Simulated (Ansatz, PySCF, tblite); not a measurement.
Potential energy curve for Li2 (cation, charge +1), doublet.

Levels: GFN2-xTB, 300 K electronic temperature (tblite); UKS-PBE = unrestricted PBE/cc-pVTZ (Ansatz, a program for electronic structure); CASSCF(1,3)/cc-pVTZ (PySCF).

Energies are in kJ/mol, each relative to the lowest point of its own curve near equilibrium.

| R / Å | GFN2-xTB | UKS-PBE | CASSCF(1,3) |
|---|---|---|---|
| 2.44 | 3.9 | 26.3 | 32.2 |
| 2.57 | 1.1 | 15.3 | 19.3 |
| 2.71 | 0.0 | 7.5 | 9.9 |
| 2.92 | 1.0 | 1.4 | 2.2 |
| 3.00 | 1.9 | 0.4 | 0.8 |
| 3.11 | 3.3 | 0.0 | 0.0 |
| 3.23 | 3.3 | 0.5 | 0.3 |
| 3.31 | 2.0 | 1.4 | 1.1 |
| 3.40 | 1.7 | 2.7 | 2.5 |
| 3.55 | 4.2 | 5.5 | 5.6 |
| 3.75 | 9.2 | 10.1 | 11.1 |
| 4.02 | 16.9 | 17.3 | 19.8 |
| 4.40 | 28.8 | 27.6 | 33.4 |
| 4.86 | 44.0 | 38.6 | 50.0 |
| 5.37 | 60.1 | 47.8 | 66.8 |
| 5.76 | 70.7 | 52.6 | 78.2 |
| 6.38 | 83.5 | 56.6 | 92.8 |
| 7.15 | 92.6 | 57.2 | 105.3 |
| 7.99 | 95.4 | 55.4 | 113.3 |
| 8.65 | 94.3 | 53.4 | 117.0 |
| 9.72 | 91.0 | 49.9 | 120.1 |

At the longest distance, 9.72 Å, CASSCF(1,3) lies highest above its minimum (120.1 kJ/mol) and UKS-PBE lowest (49.9 kJ/mol).
